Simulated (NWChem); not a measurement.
Species: C3H2IN; SMILES C(/I)=C/C#N

```xyz
7

N      1.2241     2.9993     0.0000
C      0.1861     2.4486     0.0000
C     -1.0915     1.8193     0.0000
C     -1.3148     0.4832     0.0000
I      0.1709    -0.9825     0.0000
H     -1.9692     2.4899     0.0000
H     -2.3380     0.0791     0.0000
```
Atoms are numbered in this order, from 1.

Results from NWChem. Coordinates come from a PBE-D3(BJ)/def2-SVP optimisation. def2 effective core potentials on I; no spin-orbit coupling. Vertical excitations in the gas phase.

Task: Predict the results for PBE/def2-SVP, TDA. Quantities: lowest excitation, singlet (eV); oscillator strength of that lowest state; lowest state with f > 0.02, singlet (eV); orbital gap (eV).

Result: 
```yaml
lowest excitation, singlet (eV): 3.98
oscillator_strength_of_that_lowest_state: 0.000
lowest state with f > 0.02, singlet (eV): 4.55
orbital gap (eV): 3.62
```
